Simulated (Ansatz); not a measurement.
Mulliken charges of AsH5Si, SMILES `[SiH3][AsH2]` from PBE/def2-TZVPP in Ansatz (PBE0-D4/def2-TZVP geometry).

```json
{"atom": "Si1", "x (Å)": "-0.581", "y (Å)": "-0.488", "z (Å)": "-0.414", "charge (e)": "0.132"}
{"atom": "As2", "x (Å)": "0.949", "y (Å)": "0.234", "z (Å)": "1.240", "charge (e)": "-0.009"}
{"atom": "H3", "x (Å)": "-1.924", "y (Å)": "-0.597", "z (Å)": "0.211", "charge (e)": "-0.041"}
{"atom": "H4", "x (Å)": "-0.158", "y (Å)": "-1.834", "z (Å)": "-0.882", "charge (e)": "-0.041"}
{"atom": "H5", "x (Å)": "-0.662", "y (Å)": "0.428", "z (Å)": "-1.581", "charge (e)": "-0.040"}
{"atom": "H6", "x (Å)": "0.419", "y (Å)": "1.661", "z (Å)": "1.183", "charge (e)": "-0.001"}
{"atom": "H7", "x (Å)": "2.019", "y (Å)": "0.529", "z (Å)": "0.197", "charge (e)": "-0.001"}
```

Q: By hand: the dipole of these point charges (1 e Å = 4.8032 D).

A: Σ q r = (0.024, 0.014, 0.024) e Å, of length 0.037 e Å = 0.18 D.

Q: How does the dipole of the full density compare? (An estimate is asked.)

A: Computed: (0.003, 0.046, -0.048) e Å, 0.32 D; the point charges give 0.56 times that, at 100° from its direction.

Point charges leave out the atoms' own dipoles, such as those of lone pairs, and Mulliken's split depends on the basis, so the two needn't agree.
